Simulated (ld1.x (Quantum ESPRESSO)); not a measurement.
# Varying the TM potential for Mo (Z = 42)

Base potential:

```json
{
 "Element": "Mo (Z = 42)",
 "Generator": "ld1.x (Quantum ESPRESSO) 7.5",
 "Type": "norm-conserving Troullier–Martins (Kleinman–Bylander form)",
 "Functional": "PBE",
 "Relativity": "scalar-relativistic",
 "Frozen core": "[Ar] 3d10",
 "Valence charge": "14",
 "Reference configuration": "4s2 4p6 4d5 5s1 5p0",
 "Partial waves": "4s (bound): rc 1.10 bohr; 4d (bound): rc 2.10 bohr; 4p (bound): rc 1.25 bohr",
 "Local potential": "the p channel",
 "Core correction": "none"
}
```

Occupied shells without a wave of their own: 5s. They enter only through the test configuration that unscreens the potential.

All-electron outer shells of the reference configuration (PBE, scalar-relativistic, ld1.x):

| shell | level (eV) | outermost node (bohr) | outermost maximum (bohr) |
| --- | --- | --- | --- |
| 3p | -379.25 | 0.17 | 0.38 |
| 3d | -220.98 | – | 0.32 |
| 4s | -64.35 | 0.51 | 0.99 |
| 4p | -38.49 | 0.52 | 1.08 |
| 5s | -4.09 | 1.34 | 2.93 |
| 4d | -3.75 | 0.53 | 1.38 |
| 5p | -1.04 | 1.54 | 4.11 |

Cutoffs, loose and tight: the cutoffs (Ry, on a coarse ladder) from which the occupation-weighted sum of valence levels, in a spherical-Bessel basis at the reference potential, stays within 10 and 1 mRy of its value at 400 Ry. They do not see the model core or the augmentation charge, which bear on the density cutoff. Test errors are all-electron minus pseudo excitation energies from the reference, over the configurations 4s2 4p6 4d5 5s0 5p0; 4s2 4p6 4d4 5s0 5p0; 4s2 4p6 4d3 5s0 5p0; 4s2 4p6 4d5 5s0 5p1; 4s2 4p6 4d6 5s0 5p0; 4s2 4p6 4d4 5s1 5p1; 4s2 4p6 4d5 5s0.5 5p0. A dash means not determined; rows that change the core or the reference have their own tests.

A true bound ghost makes a file unfit for plane-wave use even where its test errors are small: the radial tests pick states by their node count and pass the ghost by.

On the changes marked as counting shells twice: ld1.x takes every shell without a wave as core, so the model core holds the marked electrons as well and exchange and correlation see them twice. This cancels in the reference configuration, but the file is broken for other ones, and its errors say nothing about a proper core correction.

```csv
change,outcome,"cutoff, loose","cutoff, tight",bound ghosts,largest test error (meV)
base,generated,110 Ry,180 Ry,none,-32
wave 4p (bound): rc 1.25 bohr becomes 4p (bound): rc 0.86 bohr,generated,260 Ry,over 300 Ry,s,-157
reference 4s2 4p6 4d5 5s0 5p0,generated,110 Ry,180 Ry,none,+35
wave 4s (bound): rc 1.10 bohr becomes 4s (bound): rc 0.82 bohr,generated,230 Ry,over 300 Ry,none,-139
wave 4d (bound): rc 2.10 bohr becomes 4d (bound): rc 2.40 bohr,generated,110 Ry,180 Ry,none,-30
"all radii scaled by about 0.80 (s 0.88, p 1.00, d 1.66 bohr)",generated,200 Ry,over 300 Ry,none,-97
core correction a·sin(br)/r model core inside 0.56 bohr (5s counted twice),generated,110 Ry,180 Ry,none,-398
local potential the d channel,generated,110 Ry,180 Ry,none,+89
```
